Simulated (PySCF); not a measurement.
Species: ClGeH3.
SMILES: `[Cl][GeH3]`

Method: PBE0-D3(BJ)/def2-TZVP geometry optimisation, gas phase in PySCF 2.14.0.

Take the most abundant isotopes and a rigid rotor. 

Question: Give the principal moments of inertia and the rotational constants in MHz.

Answer: Ia = 6.48, Ib = 117.31, Ic = 117.31 u·Å²; 505379 MHz·u·Å²/I gives A = 77968, B = 4308, C = 4308 MHz.

Question: Classify the top.

Answer: A prolate symmetric top, as the point group C3v requires two equal moments; Ray's κ = -1.000.

Question: Where do the R-branch lines fall?

Answer: The dipole of 1.97 D lies along the symmetry axis, so ΔK = 0 and J+1 ← J falls at 2B(J+1) for every K: 8.62 GHz, 17.23 GHz, 25.85 GHz, 34.46 GHz, 43.08 GHz for J = 0 to 4.

Question: Estimate the classical rotational partition function at 100 K, 200 K and 298.15 K.

Answer: Point group C3v, symmetry number σ = 3; q = (√π/σ)·√((kT/h)³/(ABC)), k/h = 20836.6 MHz/K: 1480 at 100 K, 4180 at 200 K, 7610 at 298.15 K.

No PBE0-D3(BJ)/def2-TZVP frequencies stand behind this structure, so it isn't proved a minimum. These are rigid-rotor constants of the computed structure; measured ground-state constants (B0) also hold zero-point vibration.
